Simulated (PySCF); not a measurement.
Species: C8H17N.
Numbering: `[CH3:1][N:2]([CH3:3])[CH:4]1[CH2:5][CH2:6][CH2:7][CH2:8][CH2:9]1` (hydrogens: H10, H11, H12 on C1; H13, H14, H15 on C3; H16 on C4; H17, H18 on C5; H19, H20 on C6; H21, H22 on C7; H23, H24 on C8; H25, H26 on C9)

The same species was optimised twice, with GFN2-xTB and with PBE0-D3(BJ)/def2-SVP (PySCF), and the same property calculations (PySCF, gas phase) were run on both structures.

```json
{"coordinate": "N2–C3 (Å)", "GFN2-xTB": "1.446", "PBE0-D3(BJ)/def2-SVP": "1.438", "change": "-0.008"}
{"coordinate": "C1–N2 (Å)", "GFN2-xTB": "1.447", "PBE0-D3(BJ)/def2-SVP": "1.440", "change": "-0.007"}
{"coordinate": "C4–C5 (Å)", "GFN2-xTB": "1.532", "PBE0-D3(BJ)/def2-SVP": "1.528", "change": "-0.004"}
{"coordinate": "N2–C4 (Å)", "GFN2-xTB": "1.458", "PBE0-D3(BJ)/def2-SVP": "1.456", "change": "-0.002"}
{"coordinate": "C4–C9 (Å)", "GFN2-xTB": "1.537", "PBE0-D3(BJ)/def2-SVP": "1.535", "change": "-0.002"}
{"coordinate": "C7–C8 (Å)", "GFN2-xTB": "1.526", "PBE0-D3(BJ)/def2-SVP": "1.525", "change": "-0.001"}
{"coordinate": "C6–C7 (Å)", "GFN2-xTB": "1.526", "PBE0-D3(BJ)/def2-SVP": "1.525", "change": "-0.001"}
{"coordinate": "C5–C6 (Å)", "GFN2-xTB": "1.526", "PBE0-D3(BJ)/def2-SVP": "1.525", "change": "-0.001"}
{"coordinate": "C8–C9 (Å)", "GFN2-xTB": "1.526", "PBE0-D3(BJ)/def2-SVP": "1.526", "change": "0.000"}
{"coordinate": "C4–C9–C8 (°)", "GFN2-xTB": "110.0", "PBE0-D3(BJ)/def2-SVP": "111.5", "change": "+1.5"}
{"coordinate": "C4–C5–C6 (°)", "GFN2-xTB": "110.1", "PBE0-D3(BJ)/def2-SVP": "111.5", "change": "+1.4"}
{"coordinate": "C1–N2–C3 (°)", "GFN2-xTB": "110.8", "PBE0-D3(BJ)/def2-SVP": "112.1", "change": "+1.3"}
{"coordinate": "C5–C6–C7 (°)", "GFN2-xTB": "110.4", "PBE0-D3(BJ)/def2-SVP": "111.5", "change": "+1.1"}
{"coordinate": "N2–C4–C5 (°)", "GFN2-xTB": "110.9", "PBE0-D3(BJ)/def2-SVP": "112.0", "change": "+1.1"}
{"coordinate": "C5–C4–C9 (°)", "GFN2-xTB": "109.2", "PBE0-D3(BJ)/def2-SVP": "110.2", "change": "+1.0"}
{"coordinate": "C7–C8–C9 (°)", "GFN2-xTB": "110.6", "PBE0-D3(BJ)/def2-SVP": "111.4", "change": "+0.8"}
{"coordinate": "C6–C7–C8 (°)", "GFN2-xTB": "110.5", "PBE0-D3(BJ)/def2-SVP": "111.2", "change": "+0.7"}
{"coordinate": "C1–N2–C4–C5 (°)", "GFN2-xTB": "72", "PBE0-D3(BJ)/def2-SVP": "70", "change": "-2"}
```

Rotational constants: A = 2989, B = 1046, C = 942.4 MHz (GFN2-xTB) against A = 2968, B = 1040, C = 933.2 MHz (PBE0-D3(BJ)/def2-SVP). Point groups within 0.08 Å: C1 and C1.

On the GFN2-xTB structure: HOMO (eV) -5.79 [PBE0/pcSseg-1]; LUMO (eV) 1.47 [PBE0/pcSseg-1]; dipole (D) 0.62 [PBE0/pcSseg-1]; GIAO shielding of C1/C3 (mean) (ppm) 144.6 [PBE0/pcSseg-1]; GIAO shielding of N2 (ppm) 223.3 [PBE0/pcSseg-1]; GIAO shielding of C4 (ppm) 119.2 [PBE0/pcSseg-1]; GIAO shielding of C5/C9 (mean) (ppm) 155.9 [PBE0/pcSseg-1]; GIAO shielding of C6/C8 (mean) (ppm) 156.4 [PBE0/pcSseg-1]; GIAO shielding of C7 (ppm) 156.0 [PBE0/pcSseg-1].

Q: What do these properties become on the PBE0-D3(BJ)/def2-SVP structure?

A: 
```tsv
property	level	on GFN2-xTB	on PBE0-D3(BJ)/def2-SVP	change
HOMO (eV)	PBE0/pcSseg-1	-5.79	-5.78	+0.01
LUMO (eV)	PBE0/pcSseg-1	1.47	1.41	-0.06
dipole (D)	PBE0/pcSseg-1	0.62	0.54	-0.08
energy, GFN2-xTB geometry as zero (kcal/mol)	PBE0/pcSseg-1	0.0	-0.8	-0.8
GIAO shielding of C1/C3 (mean) (ppm)	PBE0/pcSseg-1	144.6	144.1	-0.5
GIAO shielding of N2 (ppm)	PBE0/pcSseg-1	223.3	226.7	+3.4
GIAO shielding of C4 (ppm)	PBE0/pcSseg-1	119.2	120.3	+1.1
GIAO shielding of C5/C9 (mean) (ppm)	PBE0/pcSseg-1	155.9	155.9	0.0
GIAO shielding of C6/C8 (mean) (ppm)	PBE0/pcSseg-1	156.4	155.8	-0.6
GIAO shielding of C7 (ppm)	PBE0/pcSseg-1	156.0	155.7	-0.3
```

The heavy atoms differ by 0.023 Å rms after alignment. Among bonds between heavy atoms C1–N2 and N2–C3 change most and about equally (-0.008 to -0.007 Å). Changes are differences of the printed values. Neither structure is proved a minimum here.
